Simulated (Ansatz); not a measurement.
`N=C(O)C[SiH2]Cl` → `NC(=O)[SiH2]CCl`  (isomerisation)

Isolated molecules relaxed with PBE0-D4/def2-TZVP in Ansatz; ΔE leaves out vibrations. CCSD(T)/CBS is the MP2 limit (def2-TZVPP, def2-QZVPP) plus CCSD(T) − MP2 in def2-TZVPP, frozen cores. Functionals use def2-TZVPP. One conformer a species, not always the lowest.

```csv
level,ΔE (kJ/mol)
PBE0,115.2
SCS-MP2/def2-TZVPP,124.8
HF/def2-QZVPP,129.3
HF/CBS(def2),129.3
```

Q: What does CCSD(T)/CBS give? (Estimate.)

A: Ansatz gave: +123.9 kJ/mol. The listed levels differ from it by -8.7, 0.9, 5.4, 5.4 kJ/mol.

Largest T1 diagnostic among the species: 0.014.

From PBE to PBE0 (25 % exact exchange), in def2-TZVPP and without D4, ΔE moves by +11.8 kJ/mol.
